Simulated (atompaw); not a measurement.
## An all-electron radial function and its pseudo partner (molybdenum (Mo))

Columns: radius, all-electron u(r) and pseudo u(r) of the 4d shell (level -3.77 eV) of molybdenum in the configuration [Kr] 4d5 5s1 5p0; PBEsol, scalar-relativistic, PAW (atompaw) scheme, atompaw 4.2.0.5.

```csv
r (bohr),all-electron,pseudo
0.115,-0.1577,0.0029
0.231,-0.3335,0.0224
0.346,-0.2926,0.0699
0.462,-0.1186,0.1499
0.577,0.0911,0.2558
0.692,0.2864,0.3756
0.808,0.4482,0.4946
0.923,0.5687,0.5959
1.038,0.6518,0.6708
1.154,0.7037,0.7170
1.269,0.7302,0.7375
1.385,0.7381,0.7402
1.500,0.7322,0.7322
1.615,0.7167,0.7167
1.731,0.6946,0.6946
1.846,0.6686,0.6686
1.962,0.6398,0.6398
2.077,0.6101,0.6101
2.192,0.5801,0.5801
2.308,0.5500,0.5500
2.423,0.5209,0.5209
2.538,0.4926,0.4926
2.654,0.4652,0.4652
2.769,0.4392,0.4392
2.885,0.4141,0.4141
3.000,0.3905,0.3905
```

Q: How many radial nodes do the two functions have?

A: The all-electron 4d function has n − l − 1 = 1; the pseudo-wave has 0, since the states of the same l below it are removed with the core.

Q: At about which radius was the pseudo-wave matched?

A: 1.55 bohr, where the columns begin to agree (steps of 0.12 bohr).

Q: Where does each function peak?

A: Outermost all-electron maximum near 1.39 bohr, pseudo maximum near 1.39 bohr (to the table’s step).

Q: Is the pseudo-wave norm-conserving?

A: No, it belongs to a PAW set: the norm inside the radius is not constrained, and the difference is carried by the augmentation charge.
